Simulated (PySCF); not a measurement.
**From computed data to an observable: chemical shift, span and skew from a shielding tensor**

CCl3, SMILES Cl[C](Cl)Cl (connectivity only; charge and spin as stated), charge +1, multiplicity 1. Atoms are numbered in the order given.

```xyz
4

Cl    -1.6577     0.0000     0.0000
C      0.0000     0.0000     0.0000
Cl     0.8289    -1.4356     0.0000
Cl     0.8289     1.4356     0.0000
```
Charge +1, spin multiplicity 1.

The structure is a stationary point at TPSSh-D3(BJ)/def2-SVP. The spin state was assumed, not searched. The isomer is the one that the SMILES or the coordinates give; other isomers of the formula were not compared.

GIAO shieldings from PBE0/pcSseg-2 run with PySCF, non-relativistic, no solvent. The symmetric part of the tensor of C2 has the principal values -156.2, -156.2, 55.7 ppm. The same nucleus in TMS has σ = 186.1 ppm at this level (PySCF, at its B3LYP-D3(BJ)/def2-TZVP geometry). Without spin–orbit terms, shifts of atoms bonded to Cl or Br come out too high.

**Question.** Work out the isotropic shielding, the ¹³C shift against TMS, the span and the skew.

**Answer.** 
σ(iso) = (σ11 + σ22 + σ33)/3 = -85.6 ppm. δ = σ(ref) − σ(iso) = 186.1 − (-85.6) = 271.7 ppm.
Span Ω = σ33 − σ11 = 211.9 ppm. Skew κ = 3(σ(iso) − σ22)/Ω = 1.00, an axial tensor. Tumbling in solution averages the tensor to δ; in a static solid the shielding alone would spread this spin-1/2 line over Ω.
